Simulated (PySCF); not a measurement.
**What each rung costs, and what it gives**

Saddle point of GeH$_{4}$SO, closed shell (GeH₄SO ([OH][GeH2][SH]) → GeH₂O ([O][GeH2]) + H₂S (still joined by a long Ge–S bond); bonds formed: S2–H4; bonds broken: O3–H4; bonds weakened to dative contacts: Ge1–S2), PBE0-D4/def2-TZVP structure:

```csv
atom,x (Å),y (Å),z (Å)
Ge1,-0.5427,0.3000,0.7651
S2,1.1829,0.1225,-1.1354
O3,-1.6250,-0.2522,-0.3785
H4,-0.1651,-0.1941,-1.4060
H5,-0.4036,1.7908,1.1407
H6,0.0788,-0.6135,1.8459
H7,1.4749,-1.1536,-0.8317
```

Barriers are electronic and count from the start structure reached by relaxing down the imaginary mode.

Program: PySCF 2.14 with density fitting (its default auxiliary sets; JK sets also for MP2 and CCSD(T)). Basis: as named in each row. Cores are frozen in the correlated methods. Filled d shells of the heavier atoms are correlated. The def2 sets are not built for correlating such inner shells, so the correlated values are less sure here. B3LYP uses VWN-RPA correlation. Extrapolation: Hartree–Fock as exp(−7.88 √X), correlation as X^−2.97.

Times are rough, for one single point on 4 threads of a shared host (Arm Neoverse V2).

The estimate by CCSD(T) at an estimated basis limit (MP2 extrapolated from triple and quadruple zeta, plus CCSD(T) − MP2 in triple zeta) is 2.523 eV.

```json
{"method": "HF", "basis": "STO-3G", "time (s)": "under 1", "barrier (eV)": "4.893", "method less estimate": "2.370"}
{"method": "PBE0-D4", "basis": "def2-SVP", "time (s)": "4", "barrier (eV)": "2.466", "method less estimate": "-0.057"}
{"method": "PBE-D4", "basis": "def2-SVP", "time (s)": "6", "barrier (eV)": "2.137", "method less estimate": "-0.386"}
{"method": "B3LYP-D4", "basis": "6-31G", "time (s)": "7", "barrier (eV)": "2.507", "method less estimate": "-0.016"}
{"method": "SPW92", "basis": "def2-TZVPP", "time (s)": "7", "barrier (eV)": "2.184", "method less estimate": "-0.339"}
{"method": "MP2", "basis": "def2-QZVPP", "time (s)": "7", "barrier (eV)": "2.473", "method less estimate": "-0.050"}
{"method": "BHLYP-D4", "basis": "def2-TZVPP", "time (s)": "9", "barrier (eV)": "2.743", "method less estimate": "0.220"}
{"method": "PBE-D4", "basis": "def2-TZVPP", "time (s)": "9", "barrier (eV)": "2.192", "method less estimate": "-0.331"}
{"method": "PBE0-D4", "basis": "def2-TZVPP", "time (s)": "9", "barrier (eV)": "2.498", "method less estimate": "-0.025"}
{"method": "B3LYP-D4", "basis": "def2-TZVPP", "time (s)": "10", "barrier (eV)": "2.422", "method less estimate": "-0.101"}
{"method": "r2SCAN-D4", "basis": "def2-TZVPP", "time (s)": "20", "barrier (eV)": "2.400", "method less estimate": "-0.123"}
{"method": "CCSD(T)", "basis": "def2-SVP", "time (s)": "39", "barrier (eV)": "2.491", "method less estimate": "-0.032"}
{"method": "wB97M-V", "basis": "def2-TZVPP", "time (s)": "110", "barrier (eV)": "2.564", "method less estimate": "0.041"}
{"method": "CCSD(T)", "basis": "def2-TZVPP", "time (s)": "370", "barrier (eV)": "2.551", "method less estimate": "0.028"}
```

All methods are single points on the PBE0-D4 structures.

The T1 diagnostic stays at or below 0.020.

Labels in which every atom is bracketed show which atoms are joined, not bond orders.
